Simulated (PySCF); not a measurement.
C₄H₆Cl₂Si, SMILES Cl[Si](Cl)(C=C)C=C at its CAM-B3LYP/def2-SVP optimised geometry (Å):

```
13

C      1.6405    -0.4362    -0.4896
C      0.8856    -1.4225     0.0000
Si    -0.9691    -1.4225     0.0000
Cl    -1.5943    -2.4913     1.6595
Cl    -1.6704    -2.4386    -1.6620
C     -1.7514     0.2597     0.0000
C     -1.2114     1.3418     0.5656
H      2.7338    -0.4937    -0.4887
H      1.2054     0.4714    -0.9196
H      1.3825    -2.3096     0.4111
H     -2.7338     0.3517    -0.4786
H     -0.2376     1.3136     1.0648
H     -1.7232     2.3096     0.5618
```

Level of theory: CAM-B3LYP/def2-TZVP (PySCF 2.14.0). Cells within 0.4 Å of a nucleus heavier than hydrogen are left out (blank, or x).

Map of the Laplacian of the electron density (e/bohr⁵), clipped to [-1.50, 1.50] on the plane z = 0.0 Å:

```
|333333333333333333333333333|
|333333333333333333333333333|
|333333333333333333333333333|
|333333333333333333333333333|
|333333333333333333333333333|
|333333333333333333333333333|
|333333333333333333333333333|
|333333334443333333333333333|
|333333334444333333333333333|
|333333344434433333333333333|
|333333344324433333333333333|
|333333443034433333333333333|
|33333431xx34333344433333333|
|33333443xx34333444444333333|
|333333443123334432333333333|
|333333333366334412444333333|
|3333333339xx821xx3443333333|
|3333333339xx920xx4433333333|
|333333333499433203433333333|
|333333333334334433433333333|
|333333333333333444333333333|
|333333333333333333333333333|
|333333333333333333333333333|
|333333333333333333333333333|
|333333333333333333333333333|
|333333333333333333333333333|
|333333333333333333333333333|
```
Scale: ten equal steps from -0.869 (start of '0') to 1.50 (end of '9'), in the order '0123456789'; x runs from -5.00 to 5.00, y from -5.00 (bottom) to 5.00 (top).
